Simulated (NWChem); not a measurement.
## Ionisation of selenium hexafluoride (F6Se)

SMILES: F[Se](F)(F)(F)(F)F
```xyz
7

F      0.0000     0.0000     1.7037
Se     0.0000     0.0000     0.0000
F      1.7037     0.0000     0.0000
F      0.0000     1.7037     0.0000
F     -1.7037     0.0000     0.0000
F      0.0000    -1.7037     0.0000
F      0.0000     0.0000    -1.7037
```
Charge 0, spin multiplicity 1.

The numbers come from NWChem runs, not from measurements. Structure: optimised with PBE0/def2-SVP, held to D2h symmetry and with no frequency check, so it may be a saddle point.

Basis set: def2-SVP. −ε marks an orbital energy of the parent.

The Hamiltonian is non-relativistic. B3LYP has NWChem's definition, with VWN1-RPA local correlation.

Q: One of these methods gave a first vertical ionisation energy of 19.00 eV. Which?
(A) −ε(HOMO) of BP86
(B) −ε(HOMO) of PBE
(C) −ε(HOMO) of B3LYP
(D) −ε(HOMO) of HF

A: D, −ε(HOMO) of HF. The others give 12.14 (−ε(HOMO) of B3LYP), 10.09 (−ε(HOMO) of PBE), 10.24 (−ε(HOMO) of BP86).
